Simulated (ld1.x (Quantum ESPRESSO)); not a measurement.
# boron: one change to a PAW potential, before and after

| Item | Value |
| --- | --- |
| Element | boron |
| Generator | ld1.x (Quantum ESPRESSO) 7.5 |
| Type | PAW |
| Functional | PBEsol |
| Relativity | scalar-relativistic |
| Frozen core | [He] |
| Valence charge | 3 |
| Reference configuration | 2s2 2p1 |
| Partial waves | 2s (bound): rcut 1.10, rcutus 1.30 bohr; 2s channel at -0.15 Ry: rcut 1.10, rcutus 1.30 bohr; 2p (bound): rcut 3.85, rcutus 4.15 bohr; 2p channel at 0.15 Ry: rcut 3.85, rcutus 4.15 bohr; 3d channel at -0.05 Ry: rcut 3.75, rcutus 4.40 bohr |
| Local potential | all-electron potential smoothed inside 2.30 bohr (lloc = -2) |
| Core correction | a·sin(br)/r model core inside 0.65 bohr |
| Augmentation charge | PSQ, inside the norm-conserving radii |

All-electron outer shells of the reference configuration (PBEsol, scalar-relativistic, ld1.x):

```tsv
shell	level (eV)	outermost node (bohr)	outermost maximum (bohr)
1s	-179.55	–	0.21
2s	-9.36	0.46	1.52
2p	-3.56	–	1.59
```

Change: reference 2s1 2p0; added wave 3d channel at 0.75 Ry: rcut 3.75, rcutus 4.40 bohr.

Cutoffs: the cutoffs (Ry, on a coarse ladder) from which the occupation-weighted sum of valence levels, in a spherical-Bessel basis at the reference potential, stays within 10 and 1 mRy of its value at 400 Ry; they do not see the model core or the augmentation charge, which bear on the density cutoff. Errors are all-electron minus pseudo energies relative to the spin-unpolarised reference configuration.

**Question.** What does the change do?

**Answer.** The potential gets softer (15 Ry and 21 Ry → 12 Ry and 21 Ry); the number of tests that count goes from 7 to 3 (the test run of the changed file stopped, so its transferability is not established); the range in which the s phases agree narrows (upper end 4.9 → 3.6); the range in which the p phases agree narrows (upper end 1.1 → -0.9); neither file shows a bound ghost at the reference potential, the only one tested.

```tsv
quantity	base	changed
cutoff, loose	15 Ry	12 Ry
cutoff, tight	21 Ry	21 Ry
bound ghosts	none	none
tests counted (converged, no solver errors)	7 of 7	3 of 7 (the test run stopped)
s: phases at 4.76 bohr within 0.05 rad from the reference energy up to (Ry; the scan ends near 5)	4.9	3.6
p: phases at 4.76 bohr within 0.05 rad from the reference energy up to (Ry; the scan ends near 5)	1.1	-0.9
d: phases at 4.76 bohr within 0.05 rad from the reference energy up to (Ry; the scan ends near 5)	1.3	2.0
lowest overlap eigenvalue by channel	s 0.29, p 0.18, d 0.85	s 0.40, p 0.67, d 0.29
```

Changed file: These tests converged, but a pseudo level misses the all-electron one widely, so the file describes the atom poorly there or has found another state: 2s2 2p1: 2s by 6.2 eV (a node warning on the way).
